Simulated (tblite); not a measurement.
Compound: C4H10F2GeS.
Bonds: C1–C2, C2–S3, S3–C4, C4–C5, C5–Ge6, Ge6–F7, Ge6–F8. Hydrogens: H9, H10, H11 on C1; H12, H13 on C2; H14, H15 on C4; H16, H17 on C5; H18 on Ge6.

Computed with GFN2-xTB (tblite), gas phase: L-BFGS steps from a force-field or distance-geometry start until the largest atomic force falls under 0.01 eV/Å.

Step 127: E = -772.4615 eV
```
atom  x, y, z in Å  |  force x, y, z in eV/Å
C1      2.8129    1.0304   -0.0899   -0.012  -0.011  -0.019
C2      1.7321   -0.0200    0.0726   -0.010  -0.001   0.006
S3      0.5462    0.0669   -1.3227   -0.003   0.009  -0.017
C4     -0.5460   -1.3401   -0.9036    0.000  -0.008  -0.003
C5     -1.9881   -0.9076   -1.0772   -0.001   0.001   0.019
Ge6    -2.2453    0.7827   -0.0398    0.017  -0.041   0.016
F7     -1.4622    0.5007    1.5085   -0.010   0.034  -0.013
F8     -3.9198    0.8380    0.4718    0.001   0.006  -0.016
H9      2.3673    2.0218   -0.1062    0.018   0.022   0.013
H10     3.3591    0.8847   -1.0191   -0.014  -0.025  -0.002
H11     3.5141    0.9723    0.7407   -0.034   0.000  -0.012
H12     1.1635    0.1500    0.9859   -0.013  -0.022   0.041
H13     2.1470   -1.0289    0.0721    0.027   0.034  -0.006
H14    -0.2958   -2.1883   -1.5412    0.001   0.006  -0.035
H15    -0.3437   -1.5913    0.1370   -0.005  -0.025  -0.001
H16    -2.6816   -1.6609   -0.6973    0.004   0.005   0.015
H17    -2.2178   -0.7286   -2.1268    0.023   0.006   0.016
H18    -1.9507    2.2246   -0.3413    0.010   0.011  -0.001
```

Step 128: E = -772.4621 eV
```
atom  x, y, z in Å  |  force x, y, z in eV/Å
C1      2.8100    1.0317   -0.0888   -0.026   0.000  -0.013
C2      1.7294   -0.0193    0.0734   -0.015   0.005  -0.004
S3      0.5480    0.0626   -1.3267    0.006   0.009  -0.021
C4     -0.5459   -1.3431   -0.9090   -0.003  -0.013   0.006
C5     -1.9877   -0.9089   -1.0756   -0.011   0.021   0.020
Ge6    -2.2388    0.7822   -0.0395    0.016  -0.029   0.021
F7     -1.4577    0.5014    1.5097   -0.003   0.031  -0.013
F8     -3.9112    0.8429    0.4758   -0.010   0.005  -0.017
H9      2.3632    2.0226   -0.1080    0.015   0.023   0.006
H10     3.3597    0.8857   -1.0163   -0.017  -0.031   0.017
H11     3.5059    0.9773    0.7462   -0.020  -0.006  -0.021
H12     1.1567    0.1536    0.9836   -0.007  -0.022   0.042
H13     2.1459   -1.0274    0.0788    0.023   0.029  -0.011
H14    -0.3024   -2.1899   -1.5499    0.021  -0.008  -0.051
H15    -0.3392   -1.5986    0.1291   -0.004  -0.029   0.021
H16    -2.6818   -1.6593   -0.6915    0.008  -0.004   0.009
H17    -2.2202   -0.7300   -2.1245    0.012   0.005   0.012
H18    -1.9427    2.2230   -0.3433    0.013   0.015  -0.002
```

Question: Estimate the geometry and energy of step 129. (The exact step hangs on the optimiser's Hessian estimate; all steps are aligned on step 128, rigid shifts and turns removed.)

Answer: E = -772.4629 eV, largest force 0.073 eV/Å
```
atom  x, y, z in Å  |  force x, y, z in eV/Å
C1      2.8046    1.0333   -0.0874   -0.034   0.021   0.002
C2      1.7240   -0.0178    0.0746   -0.015   0.013  -0.011
S3      0.5487    0.0587   -1.3313    0.015   0.002  -0.020
C4     -0.5455   -1.3476   -0.9172   -0.006  -0.020   0.016
C5     -1.9873   -0.9114   -1.0733   -0.017   0.033   0.021
Ge6    -2.2285    0.7814   -0.0390    0.010  -0.001   0.024
F7     -1.4479    0.5035    1.5104    0.003   0.026  -0.011
F8     -3.8990    0.8509    0.4812   -0.013   0.001  -0.020
H9      2.3571    2.0240   -0.1113    0.011   0.020  -0.008
H10     3.3609    0.8855   -1.0113   -0.030  -0.035   0.044
H11     3.4926    0.9845    0.7546   -0.002  -0.015  -0.033
H12     1.1468    0.1579    0.9817   -0.001  -0.018   0.036
H13     2.1430   -1.0244    0.0872    0.017   0.015  -0.021
H14    -0.3085   -2.1909   -1.5642    0.035  -0.017  -0.062
H15    -0.3341   -1.6104    0.1175    0.005  -0.030   0.038
H16    -2.6813   -1.6580   -0.6815    0.012  -0.014  -0.001
H17    -2.2251   -0.7339   -2.1210   -0.003   0.006   0.008
H18    -1.9293    2.2212   -0.3462    0.014   0.011  -0.003
```

The energy changes by -0.0008 eV. The first-order estimate −F·Δx gives -0.0011 eV and the mean of the old and new forces, exact on a quadratic surface, -0.0008 eV. The step makes an angle of 80° with the force vector and moves no atom by more than 0.017 Å.

What follows is the cost of the whole relaxation. Time: 1.1 s. Hardware: one thread of an Arm Neoverse V2, no GPU (shared host).
